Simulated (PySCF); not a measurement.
O₄Ru, charge -1, doublet, at a GFN2-xTB geometry of the parent state (such geometries of metal compounds can be far from the true shape) (the multiplicity is a formal guess) (core potentials on Ru) (a gas-phase anion, which may not be bound at this level); DF-PBE/def2-TZVP (PySCF).

The PySCF input:
```python
from pyscf import gto, scf, dft

mol = gto.M(
    atom='''
Ru    0.01430486   -0.02340224   -0.12950598
O     1.17675629    0.70822560   -0.92296003
O     0.49309506   -0.54979544    1.45089418
O    -0.98119096   -1.02816347   -0.84754838
O    -0.76733713    0.99844565    1.03189713
''',
    basis='def2-tzvp',
    ecp={'Ru': 'def2-tzvp'},
    charge=-1,
    spin=1,
    verbose=5,
)

mf = dft.ROKS(mol)
mf.xc = 'pbe'
mf = mf.density_fit(auxbasis='def2-universal-jkfit')
mf.kernel()
```

Question: What does PySCF print? Leave out banner, timings and long lists.

Answer: 
```
PySCF version 2.14.0

[INPUT] verbose = 5
[INPUT] max_memory = 4000
[INPUT] num. atoms = 5
[INPUT] num. electrons = 49
[INPUT] charge = -1
[INPUT] spin (= nelec alpha-beta = 2S) = 1
[INPUT] symmetry False subgroup None
[INPUT] Mole.unit = angstrom
[INPUT] Symbol           X                Y                Z      unit          X                Y                Z       unit  Magmom
[...]
[INPUT] ---------------- BASIS SET ----------------
[INPUT] l, kappa, [nprim/nctr], expnt,             c_1 c_2 ...
[INPUT] O
[...]
                                4052.3871392      0.0016838662199
                                922.3272271       0.0087395616265
                                261.24070989      0.035239968808
                                85.354641351      0.11153519115
                                31.035035245      0.25588953961
[...]
                                4.9987076005      0.2462784943
[...]
                                14.627049379      0.041912575824
                                4.4501223456      0.16153841088
                                1.5275799647      0.35706951311
[...]
[INPUT] Ru
[...]
                                13.910581694      0.33550437725
[...]
                                6.2477688734      -0.2273166205
                                1.6279472859      0.47869486056
                                0.79326493538     0.50213311567
[...]
                                2.2483686294      0.21802502222
                                0.98376978359     0.44709565013
[...]
nuclear repulsion = 241.256189733457
number of shells = 58
number of NR pGTOs = 244
number of NR cGTOs = 164
basis = def2-tzvp
ecp = {'Ru': 'def2-tzvp'}

******** <class 'pyscf.df.df_jk.DFROKS'> ********
method = DFROKS
initial guess = minao
damping factor = 0
level_shift factor = 0
DIIS = <class 'pyscf.scf.diis.CDIIS'>
diis_start_cycle = 1
diis_space = 8
diis_damp = 0
SCF conv_tol = 1e-09
SCF conv_tol_grad = None
SCF max_cycles = 50
direct_scf = False
num. doubly occ = 24  num. singly occ = 1
XC library pyscf.dft.libxc version 7.1.2
    S. Lehtola, C. Steigemann, M. J. T. Oliveira, and M. A. L. Marques,  SoftwareX 7, 1–5 (2018)
XC functionals = pbe
    J. P. Perdew, K. Burke, and M. Ernzerhof,  Phys. Rev. Lett. 77, 3865 (1996)
    J. P. Perdew, K. Burke, and M. Ernzerhof,  Phys. Rev. Lett. 78, 1396 (1997)
    J. P. Perdew, K. Burke, and M. Ernzerhof,  Phys. Rev. Lett. 77, 3865 (1996)
    J. P. Perdew, K. Burke, and M. Ernzerhof,  Phys. Rev. Lett. 78, 1396 (1997)
radial grids:
    Treutler-Ahlrichs [JCP 102, 346 (1995); DOI:10.1063/1.469408] (M4) radial grids

becke partition: Becke, JCP 88, 2547 (1988); DOI:10.1063/1.454033
pruning grids: <function nwchem_prune>
grids dens level: 3
symmetrized grids: False
atomic radii adjust function: <function treutler_atomic_radii_adjust>
small_rho_cutoff = 0
Set gradient conv threshold to 3.16228e-05
Density of valence part of ANO basis will be used as initial guess for Ru
atom Ru rad-grids = 95, ang-grids = [ 50  50  50  50  50  50  50  50  50  50  50  50  50  50  50  50  50  50
  50  50  50  50  50  50  50  50  50  50  50  86  86  86  86  86  86  86
  86  86  86  86  86  86  86  86  86 350 350 350 350 350 350 350 350 350
 350 434 434 434 434 434 434 434 434 434 434 434 434 434 434 434 434 434
 434 434 434 434 434 350 350 350 350 350 350 350 350 350 350 350 350 350
 350 350 350 350 350]
atom O rad-grids = 75, ang-grids = [ 50  50  50  50  50  50  50  50  50  50  50  50  50  50  50  50  50  50
  50  50  50  50  50  86  86  86  86  86  86  86  86  86 266 266 266 266
 266 266 266 302 302 302 302 302 302 302 302 302 302 302 302 302 302 302
 302 302 302 302 302 266 266 266 266 266 266 266 266 266 266 266 266 266
 266 266 266]
tot_boxes 1872, boxes in each direction [10 10 11]
Padding 2 grids
tot grids = 78504
nelec by numeric integration = [23.47104847 23.47104847]
num shells = 149, num cGTOs = 563
[...]
  5.72953132e+00  5.85240713e+00  6.21886672e+00  6.23636318e+00
  6.24768473e+00  6.31676232e+00  6.32367326e+00  6.33369122e+00
  6.36174726e+00  6.40130692e+00  6.40740147e+00  6.46431658e+00
  6.48562140e+00  6.48676019e+00  6.66044200e+00  6.68457341e+00
  6.70041077e+00  6.88980592e+00  6.97676920e+00  7.01392876e+00
  7.06657280e+00  7.19413639e+00  2.88252208e+01  4.32139032e+01
  4.32659038e+01  4.34813695e+01  4.35017277e+01  9.69567838e+01]
nelec by numeric integration = [24.99999882 23.99999895]
E1 = -1069.0547891641313  E2 = 432.12602008055023  Ecoul = 476.53309965022663  Exc = -44.40707956967639
cycle= 18 E= -395.672579350124  delta_E= -2.74e-10  |g|= 8.72e-06  |ddm|= 2.43e-05
[...]
                  Roothaan           | alpha              | beta
  Highest 2-occ = 0.0171152131963099 | 0.00762054793476512 | 0.0266098784874713
  Lowest 0-occ =  0.0634019966810939 | 0.0603584528626577 |  0.066445540499528
  1-occ =         0.0281343391291477 | 0.0136313403092329 | 0.0426373431838274
  Roothaan mo_energy =
[-1.85902228e+01 -1.85902180e+01 -1.85378999e+01 -1.85378941e+01
 -2.83743657e+00 -1.75019064e+00 -1.72507147e+00 -1.70110951e+00
 -7.01515439e-01 -6.74715425e-01 -6.41048129e-01 -6.04070396e-01
 -2.64631470e-01 -2.60100525e-01 -2.42216435e-01 -2.12287730e-01
 -2.11391533e-01 -1.21981895e-01 -1.10781690e-01 -1.09790891e-01
 -1.05002349e-01 -7.83702939e-02 -4.68985754e-02  1.71152132e-02
  2.81343391e-02  6.34019967e-02  1.38500987e-01  1.40789798e-01
  1.56573384e-01  1.57023889e-01  1.79236869e-01  1.97224778e-01
  2.02008998e-01  3.90597990e-01  4.13763665e-01  4.49624163e-01
  4.93488183e-01  5.27383364e-01  5.33347657e-01  5.55356892e-01
  5.56155283e-01  5.65196550e-01  6.04927024e-01  6.15200629e-01
  6.61798081e-01  6.78757682e-01  6.81963650e-01  6.84002100e-01
  6.84946607e-01  7.21029278e-01  7.39270587e-01  7.52415479e-01
  7.71630294e-01  9.13808174e-01  9.96563068e-01  1.00224703e+00
  1.02675821e+00  1.07875523e+00  1.28099624e+00  1.29155209e+00
  1.33617809e+00  1.35040005e+00  1.42993934e+00  1.45806301e+00
  1.47420481e+00  1.54640675e+00  1.55005240e+00  1.56452719e+00
  1.63835194e+00  1.70007305e+00  1.72623955e+00  1.75067764e+00
  1.77343544e+00  1.82856039e+00  1.85053420e+00  1.87689254e+00
  1.90210058e+00  1.91475422e+00  1.95456920e+00  1.95833634e+00
  2.00350302e+00  2.13372194e+00  2.19937189e+00  2.20193773e+00
  2.26352713e+00  2.28520389e+00  2.30704997e+00  2.31209097e+00
  2.32131817e+00  2.35968704e+00  2.45656206e+00  2.46112861e+00
  2.51573345e+00  2.55617926e+00  2.71841007e+00  2.74780102e+00
  2.77136516e+00  2.79212703e+00  2.81808632e+00  2.83259458e+00
  2.87731429e+00  2.89645050e+00  3.06123999e+00  3.15302215e+00
  3.15918791e+00  3.20592634e+00  3.67678552e+00  3.86320563e+00
  4.35634979e+00  4.36745132e+00  5.11910185e+00  5.13113494e+00
  5.14105552e+00  5.15920847e+00  5.15932710e+00  5.16058960e+00
  5.16176550e+00  5.17756775e+00  5.19470762e+00  5.19635170e+00
  5.21738500e+00  5.22151435e+00  5.23358418e+00  5.25453988e+00
  5.25631909e+00  5.26823801e+00  5.28828568e+00  5.29467946e+00
  5.31395335e+00  5.33616757e+00  5.33932416e+00  5.38102182e+00
  5.38429755e+00  5.44104555e+00  5.58354540e+00  5.63242975e+00
  5.72953191e+00  5.85240574e+00  6.21886682e+00  6.23636146e+00
  6.24768430e+00  6.31676287e+00  6.32367274e+00  6.33369036e+00
  6.36174788e+00  6.40130748e+00  6.40740136e+00  6.46431785e+00
  6.48561978e+00  6.48676117e+00  6.66044153e+00  6.68457193e+00
  6.70041099e+00  6.88980742e+00  6.97677067e+00  7.01392850e+00
  7.06657115e+00  7.19413646e+00  2.88252203e+01  4.32139043e+01
  4.32659061e+01  4.34813670e+01  4.35017264e+01  9.69567833e+01]
nelec by numeric integration = [24.99999882 23.99999895]
E1 = -1069.054819257421  E2 = 432.1260501770341  Ecoul = 476.5331302817766  Exc = -44.40708010474255
Extra cycle  E= -395.67257934693  delta_E= 3.19e-09  |g|= 0.000116  |ddm|= 0.000109
converged SCF energy = -395.67257934693
```
